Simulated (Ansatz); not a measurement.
Geometry optimisation, RKS BLYP-D4/def2-SVP (Ansatz 0.2.0).

Input:

```yaml
crystal:
  periodic: [false, false, false]
  atoms:
    - { symbol: Al, position_ang: [0.049043, -0.298207, -0.506962] }
    - { symbol: H, position_ang: [0.062342, -0.126043, 2.243247] }
    - { symbol: Cl, position_ang: [1.951456, 0.54907, -0.765706] }
    - { symbol: Cl, position_ang: [-1.670651, 0.814864, -0.984742] }
    - { symbol: O, position_ang: [-0.09826, -1.960575, 0.015101] }
    - { symbol: Si, position_ang: [-0.746897, -3.50352, -0.142947] }
    - { symbol: H, position_ang: [0.341926, -4.511069, 0.081845] }
    - { symbol: H, position_ang: [-1.828451, -3.702758, 0.880162] }
    - { symbol: H, position_ang: [-1.326137, -3.693954, -1.520548] }
    - { symbol: H, position_ang: [-0.006071, -0.739108, 1.86205] }
basis:
  gaussian: { orbitals: def2-SVP }
hamiltonian:
  xc: blyp
  dispersion: d4
relax:
  f_tol: 0.03
  max_steps: 50
```

Launched with:

```bash
$ ansatz run input.yaml --threads 4 --pin off --max-ram 5120MiB --backend cpu --events-out ev --progress --plain --runs-dir out
```

Q: Where does it end, and by what steps?

A: The run converged. After 10 steps the energy has fallen by 0.138 eV; H2 moved furthest, 0.40 Å.

| step | energy less start (eV) | largest force component (eV/Å) | accepted |
| --- | --- | --- | --- |
| 0 | 0.0000 | 1.526 | yes |
| 1 | -0.0819 | 0.687 | yes |
| 2 | -0.1061 | 0.611 | yes |
| 3 | -0.1177 | 0.572 | yes |
| 4 | -0.1260 | 0.176 | yes |
| 5 | -0.1262 | 0.171 | yes |
| 6 | -0.1282 | 0.053 | yes |
| 7 | -0.1333 | 0.070 | yes |
| 8 | -0.1349 | 0.158 | yes |
| 9 | -0.1329 | 0.089 | no |
| 10 | -0.1378 | 0.024 | yes |

```xyz
10
Properties=species:S:1:pos:R:3
Al 0.042 -0.332 -0.387
H 0.055 0.159 1.959
Cl 2.009 0.400 -0.547
Cl -1.561 0.983 -0.759
O -0.237 -1.996 -0.213
Si -0.748 -3.584 -0.211
H 0.429 -4.498 -0.041
H -1.703 -3.806 0.926
H -1.438 -3.907 -1.504
H -0.120 -0.591 1.940
```

Whether the end is a true minimum wasn't checked by a vibrational analysis.

The run took 17 s on 4 threads of Arm Neoverse V2 (shared host), peak memory 0.16 GiB.
